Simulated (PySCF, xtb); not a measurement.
C4H5FSi, SMILES [SiH2](/C=C\C#C)F. The values are those of a single conformer.

Harmonic wavenumbers (cm⁻¹) from GFN2-xTB run with xtb at its own minimum, in rising order: 30, 86, 177, 210, 271, 368, 524, 543, 569, 626, 675, 725, 743, 763, 774, 815, 920, 984, 1180, 1326, 1623, 2245, 2307, 2329, 3012, 3042, 3394.

### Question
What does PBE-D3(BJ)/def2-SVP (PySCF) give at its own minimum? (The exact figures need the calculation; the answer reports its results.)

### Answer
38, 76, 202, 233, 299, 400, 590, 623, 633, 654, 696, 719, 723, 832, 887, 921, 952, 955, 1132, 1308, 1584, 2139, 2177, 2182, 3061, 3097, 3405. Paired by order, the mean absolute difference is 50 cm⁻¹ and the zero-point energies are 43.3 and 43.6 kcal/mol.
